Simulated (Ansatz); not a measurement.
Reaction (atomization): `O[SiH2]S[SiH2]Cl` → Cl• + 5 H• + O• + S• + 2 Si•

Gas-phase electronic energies from Ansatz, PBE0-D4/def2-TZVP geometries. CCSD(T)/CBS is the MP2 limit (def2-TZVPP, def2-QZVPP) plus CCSD(T) − MP2 in def2-TZVPP, frozen cores. This one scheme is used for every species, atoms too. For atomizations the MP2-based limit and the directly extrapolated one differ by several kJ/mol either way, and by 10 to 25 for some Ge, Se and Sn compounds, so smaller differences from it don't rank the levels. Functionals use def2-TZVPP. B3LYP here is the variant with VWN-RPA as its local correlation; programs differ in this. No spin–orbit coupling; open shells (•) take unrestricted orbitals. Spin–orbit coupling would lower the free atoms: a little for Cl, O, S, Si. One conformer a species, not always the lowest.

`O[SiH2]S[SiH2]Cl`:

```xyz
10

O     1.430    1.662   -0.545
Si    0.370    0.666   -1.290
S    -1.515    0.536   -0.259
Si   -0.962   -0.986    1.097
Cl    0.713   -0.448    2.189
H     1.660    1.444    0.362
H     0.087    1.264   -2.610
H     0.895   -0.719   -1.400
H    -2.078   -1.174    2.047
H    -0.601   -2.245    0.410
```

```csv
level,ΔE (kcal/mol),difference from CCSD(T)/CBS
PBE-D4,790.9,-3.3
PBE0-D4,782.4,-11.8
B3LYP-D4,783.7,-10.5
ωB97X-V,796.7,2.5
ωB97M-V,795.0,0.8
B2PLYP,775.2,-19.0
PBE,783.2,-11.0
B3LYP,771.1,-23.1
HF/def2-TZVPP,578.7,-215.5
MP2/def2-TZVPP,781.1,-13.1
SCS-MP2/def2-TZVPP,777.8,-16.4
CCSD/def2-TZVPP,755.0,-39.2
HF/def2-QZVPP,580.4,-213.8
MP2/def2-QZVPP,797.2,3.0
MP2/CBS(def2),808.2,14.0
CCSD/CBS(def2),782.1,-12.1
CCSD(T)/CBS,794.2,0
```

Largest T1 diagnostic among the species: 0.012.

The D4 term adds +12.6 kcal/mol with B3LYP and +6.6 kcal/mol with PBE0; it sums over pairs of atoms, weighted by their polarisabilities, and B3LYP, whose exchange is more repulsive, gets the larger term. From PBE to PBE0 (25 % exact exchange), in def2-TZVPP and without D4, ΔE moves by −7.4 kcal/mol: exact exchange takes away binding that semilocal exchange gives to molecules.
